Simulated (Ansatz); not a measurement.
F3H3SSi2, SMILES `F[SiH2]S[SiH](F)F` at its PBE0-D4/def2-TZVP geometry, where that method's forces vanish. The species carries charge 0 and has multiplicity 1.

```xyz
9

F    -1.5693   -0.0389    1.9948
Si   -0.7927    0.9557    1.0243
S    -1.0062    0.3296   -1.0052
Si    0.6983   -0.9012   -1.1429
F     2.0248   -0.0364   -1.1751
F     0.8197   -1.8361    0.1307
H     0.6314    0.9661    1.4158
H    -1.4370    2.2806    1.1190
H     0.6310   -1.7195   -2.3614
```

Q: What forces (eV/Å) does ωB97M-V/def2-TZVPP give on these atoms in the Gaussian-basis code of Ansatz? (An estimate is asked.)

A: Ansatz gave: 
```
F1  -0.060 -0.089  0.069
Si2  0.164  0.253 -0.022
S3   0.002 -0.008  0.000
Si4 -0.133 -0.108 -0.288
F5   0.109  0.092  0.002
F6  -0.009 -0.072  0.134
H7  -0.171 -0.006 -0.053
H8   0.087 -0.169 -0.006
H9   0.010  0.108  0.164
```
